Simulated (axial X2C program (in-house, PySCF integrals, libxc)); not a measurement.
TeC⁻: properties at the nuclei

Computed with an in-house all-electron X2C program for linear molecules (integrals from PySCF): two-component X2C with atomic mean-field Coulomb and Gaunt terms, Gaussian nuclei, basis Te dyall-acv3z, C dyall-av3z with contracted cores.

R = 2.001 Å (near the PBE0 minimum at charge -1 of the determinant lowest at the starting distance; the state shown can have its own minimum elsewhere).

Determinant lowest in the PBE0 search, Ω = 1/2 (⟨Sz⟩ = -0.50, ⟨Lz⟩ = 1.00 at PBE0), spin on the atoms Te 0.05, C -0.54:

```
    level  Eeff magnitude (GV/cm)  Ws magnitude Te (kHz)  A∥/gI Te (MHz)  qzz Te (a.u.)  A∥/gI C (MHz)  qzz C (a.u.)
     PBE0                   0.727                  0.648             926           1.48            222         -0.37
       HF                    2.44                    2.9            1140           1.59            154         -0.38
BHandHLYP                   0.769                  0.715             859           2.07            213         -0.44
    B3LYP                   0.719                  0.637             906           1.59            212         -0.38
      LDA                    1.03                   1.01            1020           1.12            221         -0.31
```

Determinant 0.14 eV from it at PBE0 and this distance, Ω = 3/2 (⟨Sz⟩ = 0.50, ⟨Lz⟩ = 1.00 at PBE0), spin on the atoms Te 0.03, C 0.47:

```tsv
level	Eeff magnitude (GV/cm)	Ws magnitude Te (kHz)	A∥/gI Te (MHz)	qzz Te (a.u.)	A∥/gI C (MHz)	qzz C (a.u.)
PBE0	0.492	0.119	196	1.43	57.7	-0.40
HF	8.98	3.59	-164	4.43	62.6	-0.30
BHandHLYP	0.958	0.307	165	2.19	74.4	-0.49
B3LYP	0.535	0.137	198	1.53	64.1	-0.42
LDA	0.688	0.2	188	0.97	53.6	-0.34
```

Eeff is the effective electric field on the electron electric dipole moment in this Ω state and Ws the scalar–pseudoscalar constant of the nucleus named (defined with the proton number Z and per Ω); A∥ (defined per Ω) follows by multiplying with gI = μI/(I μN); qzz is the electric field gradient, eQq0 = 234.96 MHz × Q/barn × qzz. The operators were transformed with the bare-nucleus X2C matrices; with these basis sets, hyperfine constants and field gradients can be off by tens of per cent, and where levels differ in sign neither size nor sign is settled.

(1) With gI(125Te) = -1.7770, gI(13C) = 1.4048 (g factors from the IAEA table of nuclear moments by Stone), turn the PBE0 values of the first state into constants in MHz.

Each state is one determinant with collinear spin. Unrestricted Hartree–Fock can overshoot spin polarisation at the nuclei. For an anion, determinants above electron detachment, or with a positive highest level, are held by the basis set. Where Eeff spreads by more than a factor of two the levels disagree and none is to be relied on. The search compared states at one distance, so a state with another bond length can lie lower. Further determinants of the search, some of them spin-mixed, are not shown. PBE0 term energies can be off by some tenths of an eV.

Results:

(1) A∥(125Te) = 926 × -1.7770 = -1650 MHz; A∥(13C) = 222 × 1.4048 = 312 MHz.
